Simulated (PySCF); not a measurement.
Electric field gradients and quadrupole coupling constants

Species: C₄H₇ClO₂S.
Z-matrix (Å and degrees, GFN2-xTB geometry), rows numbered from 1:
```
C 
C   1  1.3188
C   2  1.4990  1  126.58
C   3  1.5086  2  113.98  1     2.73
S   4  1.8184  3  108.02  2   -65.38
O   5  1.4269  4  111.23  3   125.22
O   5  1.4239  4  112.63  3   -11.93
Cl  5  2.0455  4  100.46  3  -123.63
H   1  1.0766  2  120.67  3   179.15
H   1  1.0755  2  123.78  3     0.23
H   2  1.0822  1  119.84  3  -179.37
H   3  1.0939  2  108.08  1  -118.20
H   3  1.0953  2  109.03  1   125.45
H   4  1.0852  3  112.44  2   177.77
H   4  1.0856  3  113.44  2    51.29
```

Field gradients from the PBE0/pcSseg-1 density (PySCF, non-relativistic), principal values in atomic units, ordered |Vxx| ≤ |Vyy| ≤ |Vzz|:

```csv
atom,Vxx,Vyy,Vzz
S5,-0.4819,-0.4855,0.9674
O6,-0.4471,-0.8547,1.3018
O7,-0.4997,-0.7712,1.2709
Cl8,-1.6926,-1.8372,3.5298
```

Find the asymmetry η = (Vxx − Vyy)/Vzz and the couplings χ = eQV/h (234.96 MHz × Q in barn × V in au), with Q(33S) = −0.0678 b, Q(17O) = −0.0256 b, Q(35Cl) = −0.0817 b.

```
atom           environment  nucleus     η  χzz (MHz)  χxx (MHz)  χyy (MHz)
  S5       sulfonyl sulfur      33S  0.00     -15.41       7.68       7.73
  O6       sulfonyl oxygen      17O  0.31      -7.83       2.69       5.14
  O7       sulfonyl oxygen      17O  0.21      -7.64       3.01       4.64
 Cl8  chlorine bonded to S     35Cl  0.04     -67.76      32.49      35.27
```

The gradient is axial or nearly so (η below 0.05) at S5 and Cl8. The tensor is traceless: Vxx + Vyy + Vzz = 0.

What is Vzz at O6 in SI units (1 au = 9.71736 × 10²¹ V/m²)?

1.3018 au = 12.650 × 10²¹ V/m².

What couplings would deuterons (Q(2H) = 0.00286 b) have in place of the hydrogens, at this geometry?

| atom | bonded to | bond length (Å) | Vzz (au) | η | χzz (kHz) |
| --- | --- | --- | --- | --- | --- |
| H9 | C1 | 1.077 | 0.3375 | 0.05 | 227 |
| H10 | C1 | 1.076 | 0.3278 | 0.09 | 220 |
| H11 | C2 | 1.082 | 0.3230 | 0.07 | 217 |
| H12 | C3 | 1.094 | 0.2926 | 0.07 | 197 |
| H13 | C3 | 1.095 | 0.2973 | 0.05 | 200 |
| H14 | C4 | 1.085 | 0.3052 | 0.06 | 205 |
| H15 | C4 | 1.086 | 0.3056 | 0.05 | 205 |

Geometry: GFN2-xTB, one conformer, isolated molecule. GFN2-xTB bond lengths can be off by several hundredths of an ångström, more for odd bonds, and the gradients follow them. With so small a basis the couplings can be 20 % off.
